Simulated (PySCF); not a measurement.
# Ionisation energy of Br²⁺ by level of theory

Br²⁺ [Ar] 3d10 4s2 4p3 (4S) → Br³⁺ [Ar] 3d10 4s2 4p2 (3P), as a difference of total energies. Computed with PySCF 2.14 in cc-pVDZ-PP with ECP10MDF (4s3p2d, 23 functions), with a scalar-relativistic core potential. Correlated levels: valence: 3s2 3p6 3d10 frozen. The calculations carry no spin-orbit coupling.

```json
{"method": "UHF", "ionisation energy (eV)": "34.613"}
{"method": "LDA", "ionisation energy (eV)": "35.175"}
{"method": "TPSS", "ionisation energy (eV)": "35.090"}
{"method": "MP2 (valence)", "ionisation energy (eV)": "34.968"}
{"method": "SCS-MP2 (valence)", "ionisation energy (eV)": "34.848"}
{"method": "CCSD (valence)", "ionisation energy (eV)": "34.918"}
{"method": "CCSD(T) (valence)", "ionisation energy (eV)": "34.920"}
```

Question: How much does correlation contribute at CCSD(T) (valence)?

Answer: 34.920 − (34.613) = 0.307 eV, measured against UHF.

The reference lies between the lowest fine-structure levels, while these numbers refer to the centres of the terms.

Errors of the correlated levels include the incompleteness of this basis and the frozen core.

For comparison: 34.871 ± 0.019 eV (measured; NIST Atomic Spectra Database, ionization energies).
